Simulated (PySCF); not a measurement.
An unknown is described by computed data only.

Formula: C3H9ClSi.

| Property | Result |
| --- | --- |
| NMR, other nuclei | isotropic shieldings of nuclei other than C and H, by class: 315 (1 Si), 929 (1 Cl) ppm [GIAO B97-2/pcSseg-2] |
| Dipole | 2.33 D [B97-2/pcSseg-2] |
| 1H NMR | chemical shifts (computed TMS as zero) by class: 0.33 (9 H) ppm [GIAO B97-2/pcSseg-2] |
| Rotational structure | rotational constants A, B, C: 3.146, 2.189, 2.188 GHz [PBE0-D3(BJ)/def2-TZVP] |
| 13C NMR | chemical shifts (computed TMS as zero) by class: 3.7 (3 C) ppm [GIAO B97-2/pcSseg-2] |

Electronic properties: PySCF, gas phase, density fitting. Levels stand in brackets. Isolated species at its PBE0-D3(BJ)/def2-TZVP geometry, gas phase. Each NMR value is the plain mean over a class of atoms that symmetry, rotation or inversion makes alike.

Q: Propose a structure and show how it fits.

A: Numbering: `[CH3:1][Si:2]([CH3:3])([CH3:4])[Cl:5]`. Its formula, C3H9ClSi, gives 0 degrees of unsaturation, so no ring and no π bond. 3 carbons fall into 1 class: Si-methyl carbon [C1/C3/C4] (3.7 ppm, 3 C). All hydrogens form one class (0.33 ppm): methyl hydrogen. The other shieldings belong to: 315 ppm, chlorine-bound silicon [Si2]; 929 ppm, silicon-bound chlorine [Cl5]. By its constants the optimised geometry is a nearly prolate symmetric top. Structure: trimethylchlorosilane (`C[Si](C)(C)Cl`). The assignments are read from this structure; whether some other isomer fits the data as well wasn't checked.
